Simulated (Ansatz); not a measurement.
`FC(S)[TeH]` + `BN` → `BNC(F)S` + H₂Te  (substitution at a C–Te bond)

Computed with Ansatz on PBE0-D4/def2-TZVP structures; ΔE is electronic, products minus reactants. CBS: MP2 limit from def2 TZ/QZ plus the TZ coupled-cluster correction, frozen cores. This one scheme is used for every species. Functionals use def2-TZVPP. def2 core potentials past Kr. For Te outer-core shells are correlated without core-valence functions, which leaves a few kJ/mol of doubt a bond. One conformer a species, not always the lowest.

`FC(S)[TeH]`:

Z-matrix (Å, degrees):
```
C
S 1 1.780
Te 1 2.173 2 109.3
F 1 1.374 2 112.6 3 117.5
H 1 1.089 2 111.7 3 -121.0
H 2 1.349 1 96.6 3 167.2
H 3 1.657 1 92.3 2 -66.3
```

`BN`:

```xyz
6

B     0.532   -0.372    0.211
N    -0.547    0.383   -0.217
H     1.629    0.105    0.166
H     0.339   -1.482    0.615
H    -1.495    0.046   -0.207
H    -0.458    1.321   -0.568
```

`BNC(F)S`:

```xyz
10

B     0.471    1.209    1.053
N    -0.121   -0.029    0.821
C    -0.334   -0.714   -0.405
F    -1.693   -0.758   -0.670
S     0.550    0.068   -1.771
H     0.508    1.605    2.179
H     0.930    1.830    0.144
H    -0.512   -0.538    1.600
H    -0.020   -1.758   -0.327
H     0.221   -0.915   -2.623
```

H₂Te:

Z-matrix (Å, degrees):
```
Te
H 1 1.656
H 1 1.656 2 90.4
```

```json
{"level": "PBE-D4", "ΔE (kcal/mol)": "1.5", "difference from CCSD(T)/CBS": "-0.3"}
{"level": "r2SCAN-D4", "ΔE (kcal/mol)": "0.3", "difference from CCSD(T)/CBS": "-1.5"}
{"level": "PBE0-D4", "ΔE (kcal/mol)": "0.1", "difference from CCSD(T)/CBS": "-1.7"}
{"level": "ωB97X-V", "ΔE (kcal/mol)": "-0.8", "difference from CCSD(T)/CBS": "-2.6"}
{"level": "ωB97M-V", "ΔE (kcal/mol)": "-0.2", "difference from CCSD(T)/CBS": "-2.0"}
{"level": "r2SCAN", "ΔE (kcal/mol)": "0.4", "difference from CCSD(T)/CBS": "-1.4"}
{"level": "PBE0", "ΔE (kcal/mol)": "0.0", "difference from CCSD(T)/CBS": "-1.8"}
{"level": "HF/def2-TZVPP", "ΔE (kcal/mol)": "-2.7", "difference from CCSD(T)/CBS": "-4.5"}
{"level": "SCS-MP2/def2-TZVPP", "ΔE (kcal/mol)": "1.1", "difference from CCSD(T)/CBS": "-0.7"}
{"level": "CCSD(T)/def2-TZVPP", "ΔE (kcal/mol)": "-0.3", "difference from CCSD(T)/CBS": "-2.1"}
{"level": "HF/def2-QZVPP", "ΔE (kcal/mol)": "-2.5", "difference from CCSD(T)/CBS": "-4.3"}
{"level": "MP2/def2-QZVPP", "ΔE (kcal/mol)": "2.8", "difference from CCSD(T)/CBS": "1.0"}
{"level": "SCS-MP2/def2-QZVPP", "ΔE (kcal/mol)": "2.2", "difference from CCSD(T)/CBS": "0.4"}
{"level": "HF/CBS(def2)", "ΔE (kcal/mol)": "-2.5", "difference from CCSD(T)/CBS": "-4.3"}
{"level": "MP2/CBS(def2)", "ΔE (kcal/mol)": "3.6", "difference from CCSD(T)/CBS": "1.8"}
{"level": "CCSD/CBS(def2)", "ΔE (kcal/mol)": "1.2", "difference from CCSD(T)/CBS": "-0.6"}
{"level": "CCSD(T)/CBS", "ΔE (kcal/mol)": "1.8", "difference from CCSD(T)/CBS": "0"}
```

Largest T1 diagnostic among the species: 0.013.

In def2-TZVPP, CCSD(T) changes the Hartree–Fock value by +2.4 kcal/mol (the triples alone add +0.6 kcal/mol) and MP2 by +4.2 kcal/mol. From PBE to PBE0 (25 % exact exchange), in def2-TZVPP and without D4, ΔE moves by −1.5 kcal/mol.
